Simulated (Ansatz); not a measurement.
Steps of a relaxation of `FB1N=CN1` with RKS PBE-D4/def2-SVP.

```sh
$ ansatz run in.yaml --threads 2 --pin off --events-out ev --progress --plain --max-ram 4352MiB
```

```yaml
crystal:
  periodic: [false, false, false]
  atoms:
    - {symbol: F, position_ang: [0.870000, -2.121100, -1.021600]}
    - {symbol: B, position_ang: [0.327000, -0.938500, -0.296600]}
    - {symbol: N, position_ang: [-0.076200, -0.625000, 1.098600]}
    - {symbol: C, position_ang: [-0.285800, 0.631700, 0.811300]}
    - {symbol: N, position_ang: [-0.028300, 0.447600, -0.603300]}
    - {symbol: H, position_ang: [-0.727800, 1.471800, 1.395400]}
    - {symbol: H, position_ang: [-0.017800, 1.065500, -1.429400]}
basis:
  gaussian: {orbitals: def2-SVP}
hamiltonian: {xc: pbe, dispersion: d4}
relax: {f_tol: 0.03, max_steps: 200}
```

Positions (Å) and forces (eV/Å) along the path, 18 of 19 steps:

```xyz
7
step=1 energy=-7428.6159 eV
F     0.870   -2.121   -1.022   -1.828    3.955    2.365
B     0.327   -0.939   -0.297    0.794   -1.120   -1.720
N    -0.076   -0.625    1.099   -0.120   -0.970    4.586
C    -0.286    0.632    0.811    0.349   -3.588   -2.281
N    -0.028    0.448   -0.603    0.404    1.659   -3.088
H    -0.728    1.472    1.395    0.382   -0.092   -0.229
H    -0.018    1.065   -1.429    0.019    0.156    0.367
7
step=2 energy=-7429.5238 eV
F     0.794   -2.006   -0.959   -1.290    1.939    1.133
B     0.262   -0.921   -0.277    1.998   -0.853   -0.509
N     0.059   -0.649    1.206   -1.769    0.816   -0.118
C    -0.379    0.526    0.753    2.401   -1.734   -0.266
N    -0.008    0.460   -0.655   -0.756    0.047   -0.384
H    -0.705    1.414    1.341   -0.218   -0.110   -0.300
H     0.038    1.108   -1.454   -0.366   -0.104    0.445
7
step=3 energy=-7429.6301 eV
F     0.787   -1.933   -0.917    0.364   -0.046   -0.147
B     0.365   -0.881   -0.254   -1.190   -0.392    0.648
N    -0.106   -0.744    1.231    0.619    3.259   -2.349
C    -0.274    0.524    0.748   -0.327   -2.621    0.356
N    -0.025    0.456   -0.690    0.285   -0.274    1.251
H    -0.647    1.405    1.320    0.165    0.050   -0.246
H    -0.039    1.106   -1.483    0.084    0.025    0.487
7
step=4 energy=-7429.8281 eV
F     0.792   -1.951   -0.927   -0.112    0.437    0.197
B     0.328   -0.899   -0.261   -0.117   -0.461    0.223
N    -0.056   -0.707    1.213   -0.118    1.728   -1.104
C    -0.303    0.519    0.747    0.390   -1.713   -0.011
N    -0.021    0.452   -0.674   -0.043   -0.053    0.540
H    -0.661    1.408    1.313    0.030    0.027   -0.180
H    -0.019    1.110   -1.458   -0.030    0.035    0.336
7
step=5 energy=-7429.8783 eV
F     0.793   -1.950   -0.924   -0.148    0.227    0.112
B     0.310   -0.911   -0.263    0.231   -0.168    0.116
N    -0.037   -0.687    1.200   -0.244    0.372   -0.116
C    -0.309    0.510    0.743    0.414   -0.613   -0.220
N    -0.021    0.447   -0.664   -0.162    0.068    0.021
H    -0.661    1.406    1.296   -0.030    0.040   -0.079
H    -0.014    1.117   -1.433   -0.061    0.074    0.165
7
step=6 energy=-7429.8893 eV
F     0.794   -1.946   -0.920   -0.026    0.007   -0.014
B     0.314   -0.913   -0.261    0.086   -0.030    0.156
N    -0.044   -0.687    1.198   -0.082   -0.021    0.059
C    -0.303    0.503    0.738    0.175   -0.128   -0.194
N    -0.023    0.444   -0.663   -0.101    0.047   -0.078
H    -0.655    1.406    1.282   -0.023    0.040   -0.027
H    -0.021    1.124   -1.421   -0.029    0.085    0.097
7
step=7 energy=-7429.8934 eV
F     0.796   -1.946   -0.916    0.034   -0.061   -0.052
B     0.317   -0.914   -0.257   -0.025   -0.014    0.147
N    -0.051   -0.690    1.198    0.043   -0.137    0.041
C    -0.297    0.499    0.734   -0.012    0.126   -0.106
N    -0.027    0.442   -0.664   -0.041   -0.001   -0.094
H    -0.649    1.407    1.270   -0.005    0.019    0.008
H    -0.028    1.134   -1.410    0.006    0.068    0.055
7
step=8 energy=-7429.8967 eV
F     0.809   -1.940   -0.911    0.050   -0.089   -0.073
B     0.309   -0.917   -0.257    0.001    0.014    0.111
N    -0.052   -0.690    1.195    0.006   -0.117    0.087
C    -0.300    0.499    0.729    0.024    0.091   -0.080
N    -0.055    0.435   -0.672   -0.118   -0.119    0.069
H    -0.635    1.409    1.272   -0.002    0.022   -0.013
H    -0.015    1.137   -1.401    0.039    0.197   -0.102
7
step=9 energy=-7429.9013 eV
F     0.828   -1.930   -0.906    0.065   -0.105   -0.086
B     0.299   -0.919   -0.258    0.026   -0.016    0.123
N    -0.058   -0.692    1.192   -0.011   -0.095    0.070
C    -0.303    0.498    0.724    0.054    0.025   -0.017
N    -0.091    0.425   -0.680   -0.222   -0.248    0.205
H    -0.614    1.413    1.270   -0.017    0.070    0.006
H    -0.001    1.137   -1.387    0.104    0.369   -0.300
7
step=10 energy=-7429.9058 eV
F     0.835   -1.932   -0.905    0.034   -0.012   -0.022
B     0.300   -0.921   -0.255    0.005   -0.069    0.056
N    -0.064   -0.696    1.194    0.043   -0.068    0.013
C    -0.301    0.496    0.723   -0.018    0.075    0.008
N    -0.098    0.422   -0.681   -0.168   -0.071    0.012
H    -0.607    1.416    1.266    0.005    0.026    0.008
H    -0.003    1.146   -1.386    0.099    0.120   -0.075
7
step=11 energy=-7429.9210 eV
F     0.862   -1.918   -0.901    0.044   -0.015   -0.028
B     0.286   -0.927   -0.257   -0.027    0.058    0.138
N    -0.070   -0.696    1.190    0.043   -0.103   -0.006
C    -0.305    0.496    0.715   -0.006    0.029    0.080
N    -0.157    0.407   -0.692   -0.234   -0.077   -0.009
H    -0.580    1.425    1.265    0.030   -0.018   -0.037
H     0.024    1.146   -1.365    0.150    0.126   -0.138
7
step=12 energy=-7429.9265 eV
F     0.874   -1.912   -0.899    0.032    0.020    0.006
B     0.281   -0.929   -0.255   -0.027    0.038    0.074
N    -0.077   -0.701    1.192    0.043   -0.041   -0.080
C    -0.307    0.492    0.715    0.006    0.066    0.056
N    -0.175    0.403   -0.695   -0.179    0.087   -0.127
H    -0.565    1.428    1.262    0.024   -0.044   -0.019
H     0.029    1.151   -1.365    0.101   -0.127    0.090
7
step=13 energy=-7429.9346 eV
F     0.888   -1.903   -0.896    0.030    0.041    0.001
B     0.273   -0.929   -0.257   -0.002   -0.055    0.155
N    -0.079   -0.701    1.190    0.055   -0.076   -0.087
C    -0.309    0.492    0.708   -0.017    0.004    0.162
N    -0.206    0.393   -0.702   -0.224    0.167   -0.144
H    -0.549    1.432    1.255    0.025   -0.018   -0.017
H     0.042    1.148   -1.343    0.134   -0.062   -0.070
7
step=15 energy=-7429.9610 eV
F     0.944   -1.843   -0.885   -0.018    0.075    0.042
B     0.236   -0.925   -0.253    0.081   -0.095   -0.062
N    -0.106   -0.714    1.183   -0.041   -0.036   -0.019
C    -0.322    0.483    0.703    0.060    0.090   -0.021
N    -0.302    0.381   -0.718   -0.083    0.118    0.003
H    -0.477    1.438    1.256   -0.001   -0.019   -0.011
H     0.087    1.111   -1.331    0.002   -0.132    0.068
7
step=16 energy=-7429.9624 eV
F     0.949   -1.836   -0.885   -0.014    0.064    0.044
B     0.233   -0.924   -0.253    0.073   -0.099   -0.059
N    -0.110   -0.715    1.183   -0.037   -0.027   -0.017
C    -0.323    0.483    0.703    0.057    0.073   -0.017
N    -0.309    0.380   -0.719   -0.071    0.121   -0.011
H    -0.471    1.438    1.255   -0.001   -0.016   -0.007
H     0.090    1.106   -1.330   -0.006   -0.116    0.067
7
step=17 energy=-7429.9650 eV
F     0.988   -1.802   -0.871   -0.056    0.100    0.034
B     0.215   -0.924   -0.255   -0.044   -0.023   -0.004
N    -0.143   -0.726    1.175    0.066    0.016   -0.015
C    -0.320    0.481    0.698   -0.099   -0.036   -0.045
N    -0.355    0.377   -0.725    0.151    0.040    0.022
H    -0.423    1.441    1.254    0.029   -0.027   -0.026
H     0.099    1.084   -1.322   -0.046   -0.069    0.035
7
step=18 energy=-7429.9657 eV
F     0.991   -1.792   -0.869   -0.023    0.027    0.010
B     0.210   -0.924   -0.252    0.062   -0.099   -0.043
N    -0.147   -0.730    1.176   -0.016    0.027    0.019
C    -0.325    0.477    0.697    0.000   -0.005   -0.015
N    -0.350    0.376   -0.722   -0.021    0.012   -0.028
H    -0.413    1.440    1.242   -0.010    0.043    0.079
H     0.095    1.085   -1.318    0.007   -0.005   -0.022
7
step=19 energy=-7429.9663 eV
F     0.986   -1.797   -0.872    0.009   -0.003   -0.006
B     0.214   -0.924   -0.253   -0.017   -0.001   -0.006
N    -0.143   -0.726    1.176    0.002    0.005    0.015
C    -0.325    0.479    0.698    0.003    0.009   -0.002
N    -0.347    0.377   -0.722    0.007   -0.002   -0.008
H    -0.422    1.440    1.252   -0.003   -0.006    0.002
H     0.097    1.083   -1.324   -0.001   -0.001    0.006
```

Run time 26 s (2 threads of an Arm Neoverse V2 on a shared host); peak host memory 0.14 GiB.
